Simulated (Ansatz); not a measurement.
Cost and result for the atomization energy of C₂H₉NSi₂ (`N[Si]1([SiH3])CC1`) (14 atoms, 14 bonds).

```tsv
atom	x (Å)	y (Å)	z (Å)
N1	-1.829	0.777	0.531
Si2	-0.314	0.126	0.065
Si3	0.729	1.214	-1.695
C4	0.726	-0.648	1.379
C5	0.137	-1.649	0.355
H6	-2.642	0.699	-0.057
H7	-2.077	0.856	1.503
H8	-0.126	1.203	-2.916
H9	1.998	0.502	-2.006
H10	1.039	2.632	-1.367
H11	0.328	-0.716	2.387
H12	1.803	-0.523	1.371
H13	-0.622	-2.323	0.741
H14	0.850	-2.150	-0.293
```

The species carries charge 0 and has multiplicity 1. Geometry: relaxed with PBE0-D4/def2-TZVP. It is one conformer, not always the lowest. Program: Ansatz. All runs use 4 threads of an Arm Neoverse V1 on a shared host. Times are those of one run each, without the atoms' runs, and a repeat can differ threefold. Electronic energies, without spin–orbit coupling; frozen cores. CCSD(T)/CBS adds CCSD(T) − MP2 in def2-TZVPP to the MP2 limit, and its time is that of the two runs behind it. T1 = 0.012.

CCSD(T)/CBS is a level of theory with its own doubt, some kJ/mol a heavy atom from the limit and from the frozen cores, so smaller differences don't rank the functionals.

```csv
level,functions,wall time
LDA (SPW92)/def2-TZVPP,303,1.9 s
BLYP-D4/def2-TZVPP,303,3.1 s
PBE-D4/def2-TZVPP (with forces),303,3.9 s
PBE0-D4/def2-TZVPP,303,4.7 s
BHLYP-D4/def2-TZVPP,303,4.9 s
r2SCANh-D4/def2-TZVPP,303,7.5 s
CCSD(T)/def2-SVP,123,9 s
ωB97X-V/def2-TZVPP,303,12 s
B97M-V/def2-TZVPP,303,15 s
ωB97M-V/def2-TZVPP (with forces),303,18 s
MP2/def2-QZVPP,581,40 s
CCSD(T)/def2-TZVPP,303,16 min
CCSD(T)/CBS(def2),–,17 min
```

(1) What atomization energy does each give, and how far from CCSD(T)/CBS? (Best estimate.)

## Answers

(1) Ansatz gave: 
```csv
level,atomization (kcal/mol),difference from CCSD(T)/CBS,per bond
LDA (SPW92)/def2-TZVPP,1325.2,153.5,11.0
BLYP-D4/def2-TZVPP,1166.0,-5.7,-0.4
PBE-D4/def2-TZVPP (with forces),1186.4,14.7,1.0
PBE0-D4/def2-TZVPP,1173.1,1.4,0.1
BHLYP-D4/def2-TZVPP,1147.8,-23.9,-1.7
r2SCANh-D4/def2-TZVPP,1168.2,-3.5,-0.3
CCSD(T)/def2-SVP,1095.1,-76.6,-5.5
ωB97X-V/def2-TZVPP,1179.7,8.0,0.6
B97M-V/def2-TZVPP,1177.9,6.2,0.4
ωB97M-V/def2-TZVPP (with forces),1175.8,4.1,0.3
MP2/def2-QZVPP,1165.9,-5.8,-0.4
CCSD(T)/def2-TZVPP,1140.1,-31.6,-2.3
CCSD(T)/CBS(def2),1171.7,0.0,0.0
```

From BLYP to BHLYP (50 % exact exchange), in def2-TZVPP and without D4, the atomization energy moves by −11.6 kcal/mol: exact exchange takes away binding that semilocal exchange gives to molecules. At CCSD(T), def2-SVP lies −76.6 kcal/mol from the extrapolated value and def2-TZVPP −31.6 kcal/mol: correlation converges slowly with the basis, and small sets miss more of it in the bonded molecule than in its fragments. The D4 term adds +12.0 kcal/mol with B3LYP and +6.4 kcal/mol with PBE0; it sums over pairs of atoms, weighted by their polarisabilities, and B3LYP, whose exchange is more repulsive, gets the larger term.

B3LYP here is the variant with VWN-RPA as its local correlation; programs differ in this.
